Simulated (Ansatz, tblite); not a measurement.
Isomers of Ge2S5⁻ (doublet), found by a short tight-binding search and relaxed with B3LYP-D4/def2-SVPD in Ansatz.

The xTB rows come from tblite. Correlated methods freeze 43 core orbitals; core or outer-core shells of Ge are correlated, in sets that lack core-valence functions.

A: At HF/STO-3G the highest occupied level of the charge -1 doublet lies above zero (up to 0.73 eV). In Hartree–Fock with STO-3G the lack of diffuse functions raises the level. At LDA (SPW92)/def2-SVP the gap within one spin of the charge -1 doublet nearly closes, so an electron or hole may be smeared out by delocalisation error. C: At HF/STO-3G the highest occupied level of the charge -1 doublet lies above zero (up to 1.56 eV). In Hartree–Fock with STO-3G the lack of diffuse functions raises the level. D: At HF/STO-3G the highest occupied level of the charge -1 doublet lies above zero (up to 0.88 eV). In Hartree–Fock with STO-3G the lack of diffuse functions raises the level. At LDA (SPW92)/def2-SVP the gap within one spin of the charge -1 doublet nearly closes, so an electron or hole may be smeared out by delocalisation error. E: At HF/STO-3G the highest occupied level of the charge -1 doublet lies above zero (up to 0.96 eV). In Hartree–Fock with STO-3G the lack of diffuse functions raises the level.

Other spin states weren't relaxed.

A:

```xyz
7

Ge   -1.453   -0.949   -1.340
Ge    1.106    0.119    0.017
S     3.010    0.700    0.671
S    -0.591    0.951    1.680
S    -0.024    0.855   -1.806
S    -2.304    0.304    0.882
S     0.256   -1.980   -0.103
```

B:

```xyz
7

Ge    0.140    1.355    0.779
Ge   -0.424   -0.342   -1.836
S     1.444    0.062    3.646
S     1.483    0.137   -0.867
S    -1.845    0.590   -0.449
S    -0.011   -0.476    2.353
S    -0.787   -1.326   -3.627
```

C:

```
atom    x (Å)    y (Å)    z (Å)
 Ge1  -1.0997   1.8464   1.6712
 Ge2   0.1174  -0.9000  -0.3977
  S3  -1.6803  -0.1466   0.8777
  S4   1.5313  -2.0336   0.7881
  S5  -0.3620  -2.2999  -1.9704
  S6   0.6452   2.4396   0.3223
  S7   0.8481   1.0941  -1.2912
```

D:

```
atom   x (Å)   y (Å)   z (Å)
 Ge1  -1.262   0.195   1.190
 Ge2   1.424   0.966  -0.293
  S3  -0.928   0.917  -1.204
  S4  -0.123  -1.853   1.081
  S5   0.448   1.675   1.684
  S6   1.682  -1.334   0.084
  S7  -1.241  -0.565  -2.543
```

E:

```tsv
atom	x (Å)	y (Å)	z (Å)
Ge1	1.563	1.170	-0.440
Ge2	-0.616	-1.420	-0.265
S3	1.447	-0.911	-1.354
S4	0.101	0.430	1.533
S5	-1.114	2.084	1.000
S6	-0.656	-3.363	0.601
S7	-0.725	2.010	-1.076
```

**Question.** Estimate which lies lowest at each level, and how far above it the others are (kJ/mol).

**Answer.** 
| level | A | B | C | D | E |
| --- | --- | --- | --- | --- | --- |
| GFN1-xTB | 13.4 | 32.8 | 0.0 | 138.7 | 159.6 |
| GFN2-xTB | 0.0 | 28.8 | 52.2 | 34.3 | 56.8 |
| HF/STO-3G | 0.0 | 27.2 | 49.6 | 48.5 | 151.5 |
| HF/def2-SVPD | 0.0 | 2.8 | 51.3 | 167.0 | 179.3 |
| LDA (SPW92)/def2-SVP | 0.0 | 51.1 | 77.3 | 100.4 | 137.5 |
| PBE-D4/def2-SVP | 0.0 | 39.2 | 70.0 | 99.7 | 132.7 |
| BLYP-D4/def2-SVP | 0.0 | 30.1 | 56.2 | 86.3 | 116.4 |
| r2SCAN-D4/def2-SVP | 0.0 | 36.4 | 68.1 | 122.2 | 153.9 |
| PBE0-D4/def2-SVP | 0.0 | 41.4 | 79.2 | 125.7 | 157.9 |
| CAM-B3LYP-D4/def2-SVP | 0.0 | 31.6 | 73.9 | 130.5 | 158.5 |
| RPA@PBE/def2-SVPD | 0.0 | 29.7 | 57.9 | 131.2 | 152.6 |
| MP2/def2-SVPD | 0.0 | 46.8 | 108.8 | 198.0 | 189.5 |
Point groups (tolerance 0.1 Å): A Cs, B not assigned, C not assigned, D Cs, E not assigned. Lower isomers may exist.
